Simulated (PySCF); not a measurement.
**Working with the constants of AlSn**

UHF-CCSD(T) constants of AlSn, ⁴Σ⁻ (quartet), unpaired electrons σ ↑, π ↑↑ (Al def2-SVPD, Sn def2-SVPD with ECP28; scalar-relativistic core potentials (PySCF 2.14); masses 26.9815 and 119.9022 u):

- ωe: 263.5 cm⁻¹
- ωexe: 1.06 cm⁻¹
- Be: 0.10616 cm⁻¹
- αe: 0.000577 cm⁻¹
- D (centrifugal): 6.89e-08 cm⁻¹
- De to Al + Sn: 1.95 eV

**Question.** Give the vibrational terms G(v) and spacings up to v = 6.

**Answer.** G(v) = ωe(v+½) − ωexe(v+½)².

```
v  G(v) (cm⁻¹)  G(v) − G(v−1)  Bv (cm⁻¹)
0        131.5                    0.1059
1        392.9          261.4     0.1053
2        652.1          259.3     0.1047
3        909.3          257.1     0.1041
4       1164.3          255.0     0.1036
5       1417.2          252.9     0.1030
6       1668.0          250.8     0.1024
```

**Question.** How well does the Morse estimate ωe²/(4ωexe) reproduce De, and what is D0?

**Answer.** It gives 2.03 eV, 104 % of the computed De. D0 = De − G(0) = 1.95 − 0.02 = 1.93 eV.

Correlated steps freeze 9 core orbitals. Correlated levels converge slowly with the basis: in double zeta they bind strong bonds too weakly, by up to about 1 eV, and carry superposition errors of some tenths. These are scalar-relativistic numbers at best; spin–orbit coupling would shift them, the dissociation energy most. The state was picked by a PBE0 search and need not be the measured ground state.
